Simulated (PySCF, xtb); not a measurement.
Si(CCH)(H)(Me)2 (C4H8Si), SMILES C#C[SiH](C)C.

Harmonic wavenumbers (cm⁻¹) from GFN2-xTB (xtb 6.7.1) at its own minimum, in rising order: 105, 109, 114, 143, 181, 281, 282, 614, 619, 622, 679, 684, 721, 759, 799, 838, 843, 862, 1375, 1377, 1486, 1490, 1490, 1495, 2166, 2206, 3032, 3033, 3035, 3038, 3043, 3046, 3349.

**Question.** What does PBE-D3(BJ)/def2-SVP run with PySCF 2.14.0 give at its own minimum? (The exact figures need the calculation; the answer reports its results.)

**Answer.** 118, 143, 155, 174, 198, 319, 336, 569, 599, 661, 687, 692, 693, 718, 756, 831, 868, 871, 1211, 1217, 1376, 1379, 1384, 1391, 2080, 2150, 2977, 2977, 3077, 3078, 3084, 3084, 3390. Paired by order, the mean absolute difference is 52 cm⁻¹ and the zero-point energies are 62.8 and 61.8 kcal/mol.
